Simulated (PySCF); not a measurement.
Species: 1,2,4-trifluorobenzene, C6H3F3.
SMILES: `Fc1c(cc(cc1)F)F`

Computed geometry: GFN2-xTB, gas phase.

Masses are those of the commonest isotopes; rigid-rotor values at the optimised geometry. 

(1) What are A, B and C (MHz)?

(2) What kind of rotor is it?

(3) What does the inertial defect say?

(4) Give the coordinates in the principal-axis frame, origin at the centre of mass.

(5) Where do the levels up to J = 5 lie, in MHz?

(6) Estimate the classical rotational partition function at 25 K, 298.15 K and 500 K.

## Answers

(1) Ia = 165.14, Ib = 393.55, Ic = 558.69 u·Å²; 505379 MHz·u·Å²/I gives A = 3060, B = 1284, C = 904.6 MHz.

(2) An asymmetric top: κ = (2 × 1284 − 3060 − 904.6)/(3060 − 904.6) = -0.65.

(3) Planar: Δ = Ic − Ia − Ib = 0.00 u·Å². For a rigid frame Δ = −2 Σ m c², so it vanishes when all atoms lie in the ab plane; here none is more than 0.01 Å from it.

(4) The sense of each axis is arbitrary; atoms in the order of the calculation.
```tsv
atom	mass (u)	a (Å)	b (Å)	c (Å)
F1	18.998	-2.893	-0.325	-0.001
C2	12.000	-1.584	-0.026	0.000
C3	12.000	-1.194	1.302	0.001
C4	12.000	0.156	1.603	0.000
C5	12.000	1.090	0.581	0.000
F6	18.998	2.398	0.880	-0.001
C7	12.000	0.679	-0.748	0.000
F8	18.998	1.584	-1.735	0.001
C9	12.000	-0.668	-1.063	-0.001
H10	1.008	-1.938	2.081	0.004
H11	1.008	0.499	2.625	0.001
H12	1.008	-0.988	-2.092	-0.001
```

(5) Above 0(0,0):
J = 1: 1(0,1) 2189, 1(1,1) 3965, 1(1,0) 4344
J = 2: 2(0,2) 6512, 2(1,2) 7963, 2(1,1) 9101, 2(2,1) 14430, 2(2,0) 14484
J = 3: 3(0,3) 12867, 3(1,3) 13928, 3(1,2) 16200, 3(2,2) 20996, 3(2,1) 21262, 3(3,1) 30857, 3(3,0) 30862
J = 4: 4(0,4) 21132, 4(1,4) 21827, 4(1,3) 25589, 4(2,3) 29708, 4(2,2) 30463, 4(3,2) 39708, 4(3,1) 39742, 4(4,1) 53384, 4(4,0) 53384
J = 5: 5(0,5) 31215, 5(1,5) 31629, 5(1,4) 37189, 5(2,4) 40531, 5(2,3) 42143, 5(3,3) 50793, 5(3,2) 50927, 5(4,2) 64449, 5(4,1) 64452, 5(5,1) 82029, 5(5,0) 82029
Those of J = 1 are B + C, A + C and A + B.

(6) Point group Cs, symmetry number σ = 1; q = (√π/σ)·√((kT/h)³/(ABC)), k/h = 20836.6 MHz/K: 11200 at 25 K, 460000 at 298.15 K, 1000000 at 500 K.

No GFN2-xTB frequencies stand behind this structure, so it isn't proved a minimum. Constants of a rigid frame at the computed geometry: no zero-point averaging, no centrifugal distortion.
